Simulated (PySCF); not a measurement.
C2H9FOSi2, SMILES OC[Si@H](F)C[SiH3]. Geometry: PBE-D3(BJ)/def2-SVP. The structure was generated by enumeration; whether it is a known compound was not checked. One conformer was computed; it need not be the lowest.

Computed equilibrium geometry at PBE-D3(BJ)/def2-SVP (PySCF confirms it by a frequency run) as a Z-matrix (one conformer of several):
```
Si
F 1 1.6594
H 1 1.5008 2 106.36
C 1 1.8739 3 111.58 2 119.58
H 4 1.1114 1 109.48 3 -53.36
H 4 1.1118 5 107.17 1 117.78
C 1 1.8946 3 112.30 2 -110.91
H 7 1.1117 1 110.90 3 -51.07
H 7 1.1214 8 105.51 1 119.41
O 7 1.4264 8 107.60 9 120.82
H 10 0.9769 7 106.33 8 170.77
Si 4 1.8970 5 108.55 6 116.71
H 12 1.5041 4 110.88 5 -55.00
H 12 1.5050 13 108.76 4 -121.50
H 12 1.5057 13 108.65 14 -117.60
```
